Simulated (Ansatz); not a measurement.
Start from `B[Si](C)(N)F` and change one atom or group to get `B[Si](C)(F)S`.

Ansatz, PBE0-D4/def2-TZVP geometries, multiplicity 1. Each molecule was computed in one conformer, which needn't be the lowest. `B[Si](C)(F)S` holds a close contact that its SMILES doesn't draw: S···B 2.10 Å.

```csv
property,`B[Si](C)(N)F`
HOMO–LUMO gap (PBE0/def2-TZVPP) / eV,5.49
HOMO–LUMO gap (ωB97M-V/def2-TZVPP) / eV,9.73
size of the dipole moment (PBE/def2-TZVPP) / D,1.90
LUMO energy (PBE0/def2-TZVPP) / eV,-2.22
HOMO–LUMO gap (PBE/def2-TZVPP) / eV,3.14
HOMO energy (PBE0/def2-TZVPP) / eV,-7.71
```

Task: What does the change do to each property? (An estimate is asked.)

Result: Computed: 
```json
{"property": "HOMO–LUMO gap (PBE0/def2-TZVPP) / eV", "`B[Si](C)(F)S`": "6.87", "shift": "1.38"}
{"property": "HOMO–LUMO gap (ωB97M-V/def2-TZVPP) / eV", "`B[Si](C)(F)S`": "10.66", "shift": "0.93"}
{"property": "size of the dipole moment (PBE/def2-TZVPP) / D", "`B[Si](C)(F)S`": "2.96", "shift": "1.06"}
{"property": "LUMO energy (PBE0/def2-TZVPP) / eV", "`B[Si](C)(F)S`": "-0.36", "shift": "1.86"}
{"property": "HOMO–LUMO gap (PBE/def2-TZVPP) / eV", "`B[Si](C)(F)S`": "4.88", "shift": "1.74"}
{"property": "HOMO energy (PBE0/def2-TZVPP) / eV", "`B[Si](C)(F)S`": "-7.24", "shift": "0.47"}
```

With PBE0 the HOMO rises by 0.47 eV and the LUMO rises by 1.86 eV, so the gap widens by about 1.39 eV. PBE moves the HOMO by 0.24 eV and ωB97M-V by 0.68 eV. Dipoles are sizes alone; their direction can turn.
